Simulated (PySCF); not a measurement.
Simulated outer-valence photoelectron spectrum of `NBOCF`. Method used: EOM-IP-CCSD/aug-cc-pVDZ in PySCF, restricted Hartree–Fock reference, frozen core, non-relativistic, gas phase, PBE0-D3(BJ)/def2-SVP geometry.

Each root has a Gaussian of 0.8 eV full width with its one-hole share as area; cross sections and vibrations are left out, and the highest printed point is 100.

(ionisation energy (eV), intensity): (9.4, 0), (9.6, 1), (9.8, 5), (10.0, 15), (10.2, 32), (10.4, 48), (10.6, 51), (10.8, 38), (11.0, 22), (11.2, 16), (11.4, 24), (11.6, 44), (11.8, 66), (12.0, 79), (12.2, 79), (12.4, 70), (12.6, 56), (12.8, 49), (13.0, 52), (13.2, 55), (13.4, 46), (13.6, 32), (13.8, 29), (14.0, 47), (14.2, 78), (14.4, 100), (14.6, 93), (14.8, 62), (15.0, 30), (15.2, 10), (15.4, 3), (15.6, 1), (15.8, 0), (16.0, 2), (16.2, 8), (16.4, 25), (16.6, 52), (16.8, 82), (17.0, 96), (17.2, 84), (17.4, 55), (17.6, 26), (17.8, 9), (18.0, 2), (18.2, 0)

Task: Where are the maxima, and how many lines lie under the curve?

Result: 5 maxima, at 10.5, 12.1, 13.2, 14.5 and 17.0 eV, from 8 lines. At this width some lines have no maximum of their own.

Task: List the lines with their holes.

Result: 
```csv
E (eV),leading hole (HF orbital),area,Koopmans (eV)
10.53,HOMO,0.95,11.67
11.86,HOMO-1,0.95,13.26
12.35,HOMO-2,0.95,13.54
13.21,HOMO-3,0.95,14.72
14.37,HOMO-4,0.95,16.43
14.54,HOMO-5,0.95,16.66
16.87,HOMO-6,0.95,18.29
17.15,HOMO-7,0.95,18.76
```

The widest gap, 2.33 eV, lies between 14.54 and 16.87 eV. Only orbitals with −ε under 21 eV, eight at most, were ionised, so the high end of the curve may lack lines.

Conformer computed: `[NH2:1][BH:2][O:3][CH2:4][F:5]`: N1–B2–O3–C4 11°, B2–O3–C4–F5 -61°, H–N1–B2–O3 180°, H–N1–B2–O3 11°.

One conformer stands for the species.
